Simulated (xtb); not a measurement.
C9H11 (SMILES [CH2]c1cc(C)cc(C)c1), doublet, at a GFN2-xTB geometry, atoms displaced at random by about 0.02 Å a coordinate. Base run: GFN2-xTB run with xtb.

The xtb input:
```
$ xtb mol.xyz --gfn 2 --uhf 1 --opt --json

# file mol.xyz
20

C     -0.77966532     2.70269383    -0.39907788
C     -0.41706312     1.40229684    -0.19681881
C     -1.37157299     0.37659716     0.01733858
C     -0.98048916    -0.92244545     0.23871211
C     -1.97567416    -2.02159600     0.46068643
C      0.37623967    -1.24579508     0.19535367
C      1.32217843    -0.26120904    -0.05736728
C      2.78331697    -0.65006323    -0.05469089
C      0.92542416     1.03868587    -0.21992557
H     -1.83316917     3.00667688    -0.38989921
H     -0.09898461     3.45705266    -0.56538935
H     -2.40161544     0.63171722     0.03241516
H     -1.94675911    -2.74863632    -0.27931710
H     -3.00613024    -1.61281198     0.49501791
H     -1.78121104    -2.50401255     1.42626369
H      0.69018945    -2.26987261     0.31919144
H      2.98290256    -1.45342936    -0.87549283
H      3.39441770     0.18828795    -0.28095904
H      3.05314562    -1.11240354     0.90321029
H      1.66912138     1.80848382    -0.39568956
```

Variants of this job, named by their change:

```tsv
change	ΔE vs base (kcal/mol)	optimiser steps
base	0.000	5
opt level = crude	0.003	4
alpb = toluene	-6.63	5
opt level = lax	0.000	5
opt level = tight	-0.001	6
opt level = extreme	-0.001	8
engine = lbfgs	0.000	-
engine = inertial	0.010	-
alpb = water	-1.10	5
opt level = loose	0.003	4
```
